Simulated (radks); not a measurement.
Results of a calculation; reference values are marked as such.
The promethium ion Pm4+, configuration [Kr] 4d10 4f3 5s1.75 5p6 6s0.25 (fractional occupations, a model configuration).

Code: a radial shooting solver on a logarithmic mesh with Libxc functionals. Model: scalar-relativistic Kohn-Sham, PBE, spin-polarised, spherical densities, point nucleus; open shells are filled with parallel spins first (spin-orbit coupling, left out, can overturn this in heavy ions).

Energy parts (eV):
part                      energy
total                 -272580.83
kinetic                290769.30
electron-nucleus      -659818.76
Hartree                102640.64
exchange-correlation    -6172.00

Orbitals (lengths in bohr, moments of r in powers of bohr):
| orbital | occ. | eigenvalue (eV) | <1/r> |
|---|---|---|---|
| 1s up | 1 | -45077.26 | 67.43 |
| 1s down | 1 | -45077.23 | 67.43 |
| 2s up | 1 | -7374.372 | 15.59 |
| 2s down | 1 | -7374.337 | 15.59 |
| 2p up | 3 | -6590.727 | 14.67 |
| 2p down | 3 | -6590.697 | 14.67 |
| 3s up | 1 | -1652.589 | 5.693 |
| 3s down | 1 | -1651.484 | 5.696 |
| 3p up | 3 | -1406.584 | 5.373 |
| 3p down | 3 | -1405.483 | 5.376 |
| 3d up | 5 | -1069.361 | 5.098 |
| 3d down | 5 | -1068.508 | 5.101 |
| 4s up | 1 | -373.0093 | 2.397 |
| 4s down | 1 | -370.2316 | 2.397 |
| 4p up | 3 | -291.9040 | 2.211 |
| 4p down | 3 | -289.1288 | 2.211 |
| 4d up | 5 | -177.2476 | 1.947 |
| 4d down | 5 | -174.4743 | 1.946 |
| 5s up | 1 | -87.2429 | 0.9772 |
| 5s down | 0.75 | -85.5478 | 0.9677 |
| 5p up | 3 | -65.6285 | 0.8541 |
| 5p down | 3 | -64.2803 | 0.8441 |
| 4f up | 3 | -53.7184 | 1.466 |
| 4f down | 0 | -51.1109 | 1.455 |
| 6s up | 0.25 | -31.7088 | 0.4385 |
| 6s down | 0 | -30.9676 | 0.4406 |

The highest occupied level is 6s up at -31.709 eV. The configuration is held as typed, so some empty levels lie below it. Summed over all electrons, <r^2> = 35.03 bohr^2, which gives a Langevin (diamagnetic) susceptibility term of -27.7 x 10^-6 cm^3/mol. The density falls to 0.001 e/bohr^3 at r = 3.43 bohr.
